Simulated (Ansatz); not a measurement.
Total energies of C2H4OSi (`C#C[SiH2]O`).

| atom | x (Å) | y (Å) | z (Å) |
| --- | --- | --- | --- |
| C1 | -0.741 | 0.659 | 1.920 |
| C2 | -0.176 | 0.344 | 0.901 |
| Si3 | 0.673 | -0.156 | -0.639 |
| O4 | -0.394 | -0.356 | -1.870 |
| H5 | -1.238 | 0.942 | 2.820 |
| H6 | 1.416 | -1.406 | -0.339 |
| H7 | 1.599 | 0.912 | -1.069 |
| H8 | -1.140 | -0.939 | -1.724 |

The species carries charge 0 and has multiplicity 1. All single points use the PBE0-D4/def2-TZVP geometry. It is one conformer, not always the lowest. Basis def2-TZVPP, Ansatz.

RPA on PBE orbitals: Hartree–Fock energy of these orbitals -441.88711 Eh, correlation -1.07539 Eh (frozen core).

| functional | energy without D4 (Eh) | D4 term (kJ/mol) |
| --- | --- | --- |
| LC-ωPBE | -443.19063 | – |
| PBE-QIDH | -442.98131 | – |

Task: Give the same for LDA (SPW92), PBE, revPBE, BLYP, r2SCAN, B97M-V, PBE0, B3LYP, r2SCANh, r2SCAN0, HSE06 (plane-wave form), BHLYP, CAM-B3LYP, ωB97X-V, ωB97M-V, B2PLYP. (Best estimate.)

Result: Ansatz gave: 
```tsv
functional	energy without D4 (Eh)	D4 term (kJ/mol)
LDA (SPW92)	-440.94957	–
PBE	-443.05104	-13.4
revPBE	-443.28037	-41.3
BLYP	-443.34799	-29.7
r2SCAN	-443.27788	-3.2
B97M-V	-443.29530	–
PBE0	-443.08578	-11.3
B3LYP	-443.41877	-21.7
r2SCANh	-443.26731	-3.4
r2SCAN0	-443.25230	-3.8
HSE06 (plane-wave form)	-443.07128	-10.5
BHLYP	-443.30944	-16.5
CAM-B3LYP	-443.33093	-11.4
ωB97X-V	-443.29353	–
ωB97M-V	-443.31522	–
B2PLYP	-443.15870	–
```

B3LYP takes the VWN-RPA correlation (the form of Gaussian; ORCA's B3LYP/G). HSE06 is the plane-wave form, built on full-range PBE exchange. The double hybrids freeze the cores in their second-order part.

LC-ωPBE has ω = 0.4 bohr⁻¹.
